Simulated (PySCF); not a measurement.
TiBr₄, SMILES [Br][Ti]([Br])([Br])[Br], multiplicity 1. Atoms are numbered in the order given.

```xyz
5

Ti     0.0000     0.0000     0.0000
Br     1.3317     1.3317    -1.3317
Br    -1.3317     1.3317     1.3317
Br    -1.3317    -1.3317    -1.3317
Br     1.3317    -1.3317     1.3317
```
Charge 0, spin multiplicity 1.

Geometry: PBE0-D3(BJ)/def2-SVP. The spin state was assumed, not searched. The isomer is the one that the SMILES or the coordinates give; other isomers of the formula were not compared.

Calculation: PySCF 2.14.0 with TDA-CAM-B3LYP/def2-SVPD.

Vertical excitations; the highest root listed may be one member of a degenerate set.  State labels are in the subgroup D2.

Computed UV-visible absorptions:
```
state  symmetry  energy (eV)  λ (nm)      f                                                    main pairs
-----  --------  -----------  ------  -----  ------------------------------------------------------------
S1           B3         3.61     343  0.000                       HOMO→LUMO, HOMO→LUMO+1 (degenerate set)
S2           B1         3.61     343  0.000                                HOMO−2→LUMO+1 (degenerate set)
S3           B2         3.61     343  0.000                   HOMO−1→LUMO, HOMO−1→LUMO+1 (degenerate set)
S4           B1         3.85     322  0.022                                  HOMO−2→LUMO (degenerate set)
S5           B2         3.85     322  0.022                   HOMO−1→LUMO+1, HOMO−1→LUMO (degenerate set)
S6           B3         3.85     322  0.022                       HOMO→LUMO+1, HOMO→LUMO (degenerate set)
S7            A         4.17     298  0.000      HOMO→LUMO+4 29 %, HOMO−1→LUMO+3 29 %, HOMO−2→LUMO+2 29 %
S8           B2         4.20     295  0.000    HOMO→LUMO+2, HOMO−2→LUMO+4, HOMO−4→LUMO+1 (degenerate set)
S9           B3         4.20     295  0.000  HOMO−1→LUMO+2, HOMO−2→LUMO+3, HOMO−3→LUMO+1 (degenerate set)
S10          B1         4.20     295  0.000      HOMO−1→LUMO+4, HOMO→LUMO+3, HOMO−5→LUMO (degenerate set)
T1           B1         3.42     362      0                                  HOMO−2→LUMO (degenerate set)
T2           B3         3.42     362      0                       HOMO→LUMO+1, HOMO→LUMO (degenerate set)
T3           B2         3.42     362      0                   HOMO−1→LUMO+1, HOMO−1→LUMO (degenerate set)
T4           B1         3.52     352      0                                            HOMO−2→LUMO+1 93 %
```
Triplets are in the Tamm–Dancoff approximation.
